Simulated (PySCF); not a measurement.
## Palladium: highly charged ions in a basis for the neutral atom

Pd⁶⁺ [Kr] 4d4, Pd⁷⁺ [Kr] 4d3. Calculation: PySCF 2.14, in cc-pVDZ-PP with ECP28MDF; scalar relativity through the core potential. No spin-orbit coupling, so a gap to NIST mixes the basis error with missing relativistic terms.

Changed run: basis of the neutral atom used for a highly charged ion. This setting is unsound on purpose.

```json
{"species": "Pd⁶⁺", "method": "UHF", "sound run (hartree)": "not run", "changed run (hartree)": "-117.55916", "converged": "yes"}
{"species": "Pd⁶⁺", "method": "r2SCAN", "sound run (hartree)": "not run", "changed run (hartree)": "-118.08524", "converged": "yes"}
{"species": "Pd⁶⁺", "method": "BP86", "sound run (hartree)": "not run", "changed run (hartree)": "-118.07941", "converged": "yes"}
{"species": "Pd⁷⁺", "method": "UHF", "sound run (hartree)": "not run", "changed run (hartree)": "-113.83759", "converged": "yes"}
{"species": "Pd⁷⁺", "method": "r2SCAN", "sound run (hartree)": "not run", "changed run (hartree)": "-114.33595", "converged": "yes"}
{"species": "Pd⁷⁺", "method": "BP86", "sound run (hartree)": "not run", "changed run (hartree)": "-114.33236", "converged": "yes"}
```

Ionisation energy of Pd⁶⁺:

```tsv
method	changed run (eV)	NIST (eV)
UHF	101.27	101 ± 2
r2SCAN	102.02	101 ± 2
BP86	101.96	101 ± 2
```

The contracted functions were made for the neutral atom and can be too rigid for a highly charged ion.
